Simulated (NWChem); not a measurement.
System: BeNH2I; SMILES [NH2][Be][I]

Output (shortened):

```
             Northwest Computational Chemistry Package (NWChem) 7.3.0
             --------------------------------------------------------

 C2V symmetry detected

                             Geometry "geometry" -> ""
                             -------------------------

 Output coordinates in angstroms (scale by  1.889725989 to convert to a.u.)

  No.       Tag          Charge          X              Y              Z
 ---- ---------------- ---------- -------------- -------------- --------------
    1 Be                   4.0000     0.00000000     0.00000000     1.52959043
    2 I                   53.0000     0.00000000     0.00000000    -0.65141501
    3 N                    7.0000     0.00000000     0.00000000     3.02556751
    4 H                    1.0000     0.00000000    -0.82698033     3.61383051
    5 H                    1.0000     0.00000000     0.82698033     3.61383051

 Effective nuclear repulsion energy (a.u.)     137.1535711499

      Symmetry information
      --------------------

 Group name             C2v
 Group number             16
 Group order               4
 No. of unique centers     4

                                 NWChem DFT Module
                                 -----------------

 Summary of "ao basis" -> "ao basis" (spherical)
 ------------------------------------------------------------------------------
       Tag                 Description            Shells   Functions and Types
 ---------------- ------------------------------  ------  ---------------------
 Be                         def2-svp                 5        9   3s2p
 I                          def2-svp                10       26   4s4p2d
 N                          def2-svp                 6       14   3s2p1d
 H                          def2-svp                 3        5   2s1p

      Symmetry analysis of basis
      --------------------------

        a1         28
        a2          4
        b1         12
        b2         15

            General Information
            -------------------
          SCF calculation type: DFT
          Wavefunction type:  closed shell.
          No. of atoms     :     5
          No. of electrons :    38
           Alpha electrons :    19
            Beta electrons :    19
          Charge           :     0
          Spin multiplicity:     1
          Use of symmetry is: on ; symmetry adaption is: on
          Maximum number of iterations: 150
          AO basis - number of functions:    59
                     number of shells:    27
          Convergence on energy requested:  1.00D-06
          Convergence on density requested:  1.00D-05
          Convergence on gradient requested:  5.00D-04

              XC Information
              --------------
                     Hartree-Fock (Exact) Exchange  1.000
                   CAM-Becke88 Exchange Functional  1.000
                      VWN V Correlation Functional  0.190 local
              Lee-Yang-Parr Correlation Functional  0.810

           Range-Separation Parameters
           ---------------------------
           Alpha           :  0.19
           Beta            :  0.46
           Gamma           :  0.33
           Short-Range HF  :     F

             Grid Information
             ----------------
          Grid used for XC integration:  medium
          Radial quadrature: Mura-Knowles
          Angular quadrature: Lebedev.
          Tag              B.-S. Rad. Rad. Pts. Rad. Cut. Ang. Pts.
          ---              ---------- --------- --------- ---------
          Be                  1.05       49           8.0       434
          I                   1.40      123          11.0       590
          N                   0.65       49          10.0       434
          H                   0.35       45          12.0       434
          Grid pruning is: on
          Number of quadrature shells:   266
          Spatial weights used:  Erf1

      Superposition of Atomic Density Guess
      -------------------------------------

 Sum of atomic energies:        -416.92358635

      Non-variational initial energy
      ------------------------------

 Total energy =    -367.314115
 1-e energy   =    -759.631885
 2-e energy   =     317.367067
 HOMO         =      -0.356419
 LUMO         =      -0.008728

      Symmetry analysis of molecular orbitals - initial
      -------------------------------------------------

  Numbering of irreducible representations:

     1 a1          2 a2          3 b1          4 b2

  Orbital symmetries:

     1 a1          2 a1          3 a1          4 b2          5 b1
     6 a1          7 a1          8 b2          9 b1         10 a1
    11 a2         12 a1         13 a1         14 b2         15 a1
    16 a1         17 b1         18 b2         19 b1         20 a1
    21 b2         22 b1         23 a1         24 b2         25 a1
    26 a1         27 b1         28 b2         29 a1

   convergence    iter        energy       DeltaE   RMS-Dens  Diis-err
 ---------------- ----- ----------------- --------- --------- ---------
 d= 0,ls=0.0,diis     1   -368.3493167304 -4.43D+02  1.38D-02  3.87D-01
 d= 0,ls=0.0,diis     2   -368.3652360416 -1.59D-02  5.53D-03  3.49D-01
 d= 0,ls=0.0,diis     3   -368.4029744603 -3.77D-02  1.32D-03  9.46D-03
 d= 0,ls=0.0,diis     4   -368.4042141908 -1.24D-03  3.67D-04  3.67D-04
 d= 0,ls=0.0,diis     5   -368.4042858770 -7.17D-05  1.55D-04  3.60D-05
  Resetting Diis
 d= 0,ls=0.0,diis     6   -368.4042944192 -8.54D-06  3.08D-05  1.51D-06
 d= 0,ls=0.0,diis     7   -368.4042948133 -3.94D-07  9.34D-06  1.22D-07

         Total DFT energy =     -368.404294813307
      One electron energy =     -762.575761775037
           Coulomb energy =      351.992230444407
    Exchange-Corr. energy =      -32.771466409885
 Nuclear repulsion energy =       74.950702927207

 Numeric. integr. density =       37.999998817258

                  Occupations of the irreducible representations
                  ----------------------------------------------

[...]
```

Level: CAM-B3LYP/def2-SVP with def2 effective core potentials on I, vertical spin-unrestricted ions. Structure relaxed at the PBE0/def2-SVP level. Not confirmed as a minimum by frequencies. def2 effective core potentials on I; no spin-orbit coupling.

### Question
Reconstruct the input file.

### Answer
Several could match; the one computed here: the input that was run:
```
start job
memory heap 200 mb stack 900 mb global 1100 mb
geometry units angstroms noautoz
  Be     0.000261     1.556446     0.000519
  I      0.001622    -0.624559     0.001254
  N     -0.000858     3.052422    -0.000989
  H     -0.828380     3.639923    -0.003807
  H      0.825580     3.641443    -0.003963
end
basis spherical
  * library def2-svp
end
ecp
  I library def2-ecp
end
dft
  xc xcamb88 1.00 lyp 0.81 vwn_5 0.19 hfexch 1.00
  cam 0.33 cam_alpha 0.19 cam_beta 0.46
  iterations 150
  vectors input atomic output neutral.movecs
end
task dft energy
charge 1
dft
  odft
  mult 2
  vectors input atomic output cation.movecs
end
task dft energy
```
